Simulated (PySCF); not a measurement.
From one molecule to another.

First species: C₂H₈O₂SSi.
Cartesian coordinates in Å at the GFN2-xTB level; atoms count from 1:
```
atom  x, y, z in Å
C1     2.1692    0.0608   -0.3240
O2     0.9204   -0.0069   -0.9547
Si3   -0.5445    0.1928   -0.2886
C4    -1.1340   -1.2108    0.8374
O5    -1.5907    0.2858   -1.5193
S6    -0.4498    2.0616    0.8138
H7     2.3154   -0.8013    0.3294
H8     2.9324    0.0611   -1.1016
H9     2.2515    0.9738    0.2690
H10   -1.0763   -2.1599    0.3140
H11   -0.5293   -1.2849    1.7370
H12   -2.1647   -1.0665    1.1431
H13   -1.3536    0.7391   -2.3258
H14   -1.7467    2.1548    1.0481
```

Second species: C₅H₄ClO (charge +1).
InChI=1S/C5H4ClO/c6-5-1-3-7-4-2-5/h1-4H/q+1

Levels: CAM-B3LYP/def2-SVPD for HOMO energy, LUMO energy, HOMO–LUMO gap, static isotropic polarisability and electronic spatial extent ⟨r²⟩ about the centre of nuclear charge; TDDFT CAM-B3LYP/def2-SVPD for lowest singlet excitation; TDA CAM-B3LYP/def2-SVPD for lowest triplet excitation (Tamm–Dancoff); GFN2-xTB for rotational constant A and rotational constant C. Geometries: GFN2-xTB. Each structure is a single optimised conformer of the isolated species, non-relativistic unless stated. Electronic properties by PySCF.

The conformers computed, where there is a choice (atom-mapped SMILES and torsion angles):
- `[CH3:1][O:2][Si@:3]([CH3:4])([OH:5])[SH:6]`: C1–O2–Si3–C4 -72°, H–O5–Si3–O2 -38°, H–S6–Si3–O2 169°

Values for the first species:

* HOMO energy: -8.64 eV
* LUMO energy: 0.74 eV
* HOMO–LUMO gap: 9.38 eV
* Lowest singlet excitation: 6.19 eV
* Lowest triplet excitation (Tamm–Dancoff): 5.77 eV
* Static isotropic polarisability: 77.2 au
* Electronic spatial extent ⟨r²⟩ about the centre of nuclear charge: 938 bohr²
* Rotational constant A: 2.230 GHz
* Rotational constant C: 1.551 GHz

Question: Estimate the same properties for the second species, and the change in each.

Answer: 
| property | first | second | second less first |
| --- | --- | --- | --- |
| HOMO energy | -8.64 eV | -15.08 eV | -6.44 eV |
| LUMO energy | 0.74 eV | -6.97 eV | -7.71 eV |
| HOMO–LUMO gap | 9.38 eV | 8.11 eV | -1.27 eV |
| lowest singlet excitation | 6.19 eV | 5.24 eV | -0.95 eV |
| lowest triplet excitation (Tamm–Dancoff) | 5.77 eV | 3.76 eV | -2.01 eV |
| static isotropic polarisability | 77.2 au | 68.2 au | -9.0 au |
| electronic spatial extent ⟨r²⟩ about the centre of nuclear charge | 938 bohr² | 846 bohr² | -92 bohr² |
| rotational constant A | 2.230 GHz | 6.040 GHz | +3.810 GHz |
| rotational constant C | 1.551 GHz | 1.242 GHz | -0.309 GHz |

On the first: The vertical singlet–triplet gap S1 − T1 is 0.42 eV (TDDFT singlet less Tamm–Dancoff triplet; S1: HOMO→LUMO, weight 0.55; T1: HOMO→LUMO, weight 0.44, beside HOMO→LUMO+4, weight 0.23). The polarisability is 11.44 Å³ as a volume (1 au = 0.148185 Å³), or 1.17 au for each of the 66 electrons.

On the second: The polarisability is 10.10 Å³ as a volume (1 au = 0.148185 Å³), or 1.18 au for each of the 58 electrons. The principal polarisabilities are 39.4, 71.1 and 94.0 au; their mean is the isotropic value.
